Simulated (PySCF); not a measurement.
**Quadrupolar nuclei of `COc1pc[p-]c1C` in NMR**

Species: C5H7OP2 (charge -1).
Numbering: `[CH3:1][O:2][c:3]1[p:4][cH:5][p-:6][c:7]1[CH3:8]` (hydrogens: H9, H10, H11 on C1; H12 on C5; H13, H14, H15 on C8)

Geometry (GFN2-xTB, Å), atoms numbered from 1 in this order:
```
atom  x, y, z in Å
C1    -2.1540   -1.1634    0.1320
O2    -0.7646   -1.1112    0.1700
C3    -0.2340    0.1582   -0.0369
P4    -1.2071    1.5947   -0.3268
C5     0.1797    2.6149   -0.4612
P6     1.7466    1.9224   -0.2830
C7     1.1365    0.2983   -0.0145
C8     2.0363   -0.8811    0.2251
H9    -2.4425   -2.2030    0.3079
H10   -2.5980   -0.5175    0.9024
H11   -2.5379   -0.8276   -0.8414
H12    0.0551    3.6728   -0.6534
H13    3.0786   -0.5645    0.2220
H14    1.8081   -1.3478    1.1860
H15    1.8929   -1.6373   -0.5501
```

Computed at PBE0/pcSseg-1 (PySCF, non-relativistic):

| atom | environment | nucleus | spin I | Q (b) | CQ = χzz (MHz) | η |
| --- | --- | --- | --- | --- | --- | --- |
| O2 | aryl ether oxygen | 17O | 5/2 | -0.0256 | -11.458 | 0.862 |

Task: Recover the principal values of the field gradient from CQ = 234.96 MHz × Q × Vzz, η = (Vxx − Vyy)/Vzz and a zero trace.

Result: Vxx = −Vzz(1 − η)/2 and Vyy = −Vzz(1 + η)/2, in au:

```csv
atom,Vxx (au),Vyy (au),Vzz (au),Vzz (10²¹ V/m²)
O2,-0.131,-1.773,1.905,18.51
```

Task: At 21.15 T, set νQ = 3|CQ|/[2I(2I − 1)] beside the Larmor frequency (|g| × 7.62259 MHz/T × B; g(17O) = −0.75752), and give PQ = |CQ|√(1 + η²/3).

Result: 
```json
{"atom": "O2", "PQ (MHz)": "12.80", "νQ (MHz)": "1.719", "ν0 (MHz)": "122.13", "νQ/ν0": "0.014"}
```

For O2: PQ = 11.46 × 1.1170, νQ = 11.46 × 0.1500, ν0 = 5.7742 MHz/T × 21.15 T.

Task: Second-order quadrupolar shift of the central transition's centre of gravity (half-integer spins, νQ < ν0/10) at 21.15, 23.5 and 28.2 T.

Result: From −(3/40)(PQ/ν0)²[I(I + 1) − 3/4]/[I(2I − 1)]², which goes as 1/B² (ppm):

```tsv
site	21.15 T	23.5 T	28.2 T
17O at O2	-65.9	-53.4	-37.1
```

Geometry: GFN2-xTB, one conformer, isolated ion. The pcSseg-1 basis has no diffuse functions, a weakness for an anion. GFN2-xTB bond lengths can be off by several hundredths of an ångström, more for odd bonds, and the gradients follow them. With so small a basis the couplings can be 20 % off.
